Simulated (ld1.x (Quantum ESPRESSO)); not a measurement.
## Before and after: ultrasoft potential for sulfur

- Element: sulfur (S)
- Generator: ld1.x (Quantum ESPRESSO) 7.5
- Type: ultrasoft
- Functional: LDA (PZ)
- Relativity: scalar-relativistic
- Frozen core: [Ne]
- Valence charge: 6
- Reference configuration: 3s2 3p4
- Partial waves: 3s (bound): rcut 1.00, rcutus 1.20 bohr; 3s channel at 0.1 Ry: rcut 1.00, rcutus 1.20 bohr; 3p (bound): rcut 1.25, rcutus 1.40 bohr; 3p channel at 0.15 Ry: rcut 1.25, rcutus 1.40 bohr
- Local potential: all-electron potential smoothed inside 1.25 bohr (lloc = -1)
- Core correction: a·sin(br)/r model core inside 1.05 bohr
- Augmentation charge: PSQ, radius 1.10 bohr

All-electron outer shells of the reference configuration (LDA (PZ), scalar-relativistic, ld1.x):

```
shell  level (eV)  outermost node (bohr)  outermost maximum (bohr)
   2s     -210.79                   0.13                      0.39
   2p     -156.52                      –                      0.33
   3s      -17.28                   0.60                      1.40
   3p       -7.11                   0.58                      1.59
```

Change: core correction none.

Cutoffs: the cutoffs (Ry, on a coarse ladder) from which the occupation-weighted sum of valence levels, in a spherical-Bessel basis at the reference potential, stays within 10 and 1 mRy of its value at 400 Ry; they do not see the model core or the augmentation charge, which bear on the density cutoff. Errors are all-electron minus pseudo energies relative to the spin-unpolarised reference configuration.

Question: What does the change do?

Answer: The potential gets neither clearly harder nor softer (15 Ry and 50 Ry → 15 Ry and 50 Ry); both files keep a bound ghost (s); of the 9 tests that both files solve, the error grows in 8 and shrinks in 0 by more than 15 % and 0.3 meV (median size 2.7 → 9.7 meV). Exchange and correlation are not linear in the density, so unscreening with the valence charge alone errs where core and valence overlap; a model core restores that term.

| quantity | base | changed |
| --- | --- | --- |
| cutoff, loose | 15 Ry | 15 Ry |
| cutoff, tight | 50 Ry | 50 Ry |
| bound ghosts | s | s |
| error for 3s2 3p3, meV [ΔE 11.86 eV] | -0.2 | +0.8 |
| error for 3s2 3p2, meV [ΔE 34.24 eV] | +2.9 | +13 |
| error for 3s2 3p1, meV [ΔE 68.39 eV] | +16 | +63 |
| error for 3s0 3p6, meV [ΔE 20.61 eV] | -1.0 | +9.7 |
| error for 3s1 3p5, meV [ΔE 10.24 eV] | -0.5 | +2.0 |
| error for 3s2 3p4.3, meV [ΔE -1.74 eV] | +0.2 | +0.2 |
| error for 3s1 3p4, meV [ΔE 22.66 eV] | -2.7 | +3.3 |
| error for 3s2 3p4 (spin-polarised), meV [ΔE -0.71 eV] | +19 | +67 |
| error for 3s2 3p3 (spin-polarised), meV [ΔE 9.90 eV] | +55 | +208 |
| s: phases at 1.54 bohr within 0.05 rad from the reference energy up to (Ry; the scan ends near 5) | to the end of the scan | to the end of the scan |
| p: phases at 1.54 bohr within 0.05 rad from the reference energy up to (Ry; the scan ends near 5) | to the end of the scan | to the end of the scan |
| lowest overlap eigenvalue by channel | s 0.59, p 0.74 | s 0.59, p 0.74 |

 A true bound ghost makes a file unfit for plane-wave use even where its test errors are small: the radial tests pick states by their node count and pass the ghost by.
